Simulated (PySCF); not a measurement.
**MIn for M along the halogens**

PBE0 with triple-zeta basis sets in PySCF, for the lowest determinant that a PBE0 search found; no spin–orbit coupling. De refers to high-spin ground-configuration atoms. A positive dipole means M(−)In(+).

| M | basis | state (unpaired electrons) | Re (Å) | ωe (cm⁻¹) | De (eV) | μ (D) |
| --- | --- | --- | --- | --- | --- | --- |
| F | x2c-TZVPPall | singlet (closed shell) | 1.995 | 529 | 5.39 | 3.19 |
| Cl | def2-TZVPP | singlet (closed shell) | 2.414 | 313 | 4.58 | 3.47 |
| Br | x2c-TZVPPall | singlet (closed shell) | 2.561 | 220 | 4.18 | 3.46 |
| I | x2c-TZVPPall | singlet (closed shell) | 2.772 | 176 | 3.67 | 3.35 |

The shortest bond is that of InF (1.995 Å), the longest that of InI (2.772 Å). InF is bound most strongly (5.39 eV) and InI least (3.67 eV).

The rows differ in basis set, which adds steps of its own.

Down a group the atoms grow and get heavier, so bonds lengthen and wavenumbers fall; this series shows no clear exception.

Spin–orbit coupling is left out, which matters for elements this heavy, above all for dissociation energies.
